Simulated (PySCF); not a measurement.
C3H4Cl2Ge, SMILES ClC1=[CH][Ge@H]([Cl])[CH2]1. Geometry optimised at PBE-D3(BJ)/def2-SVP. The structure was generated by enumeration; whether it is a known compound was not checked.

Computed equilibrium geometry at PBE-D3(BJ)/def2-SVP (PySCF confirms it by a frequency run) as a Z-matrix:
```
C
C 1 1.3602
H 2 1.0976 1 128.46
C 1 1.5151 2 112.33 3 178.76
H 4 1.1085 1 113.84 2 -111.76
H 4 1.1086 5 109.52 1 129.95
Cl 1 1.7443 2 126.52 3 -1.60
Ge 2 1.9465 3 141.82 1 -178.01
H 8 1.5482 2 121.00 3 63.01
Cl 8 2.1844 9 106.77 2 136.40
```
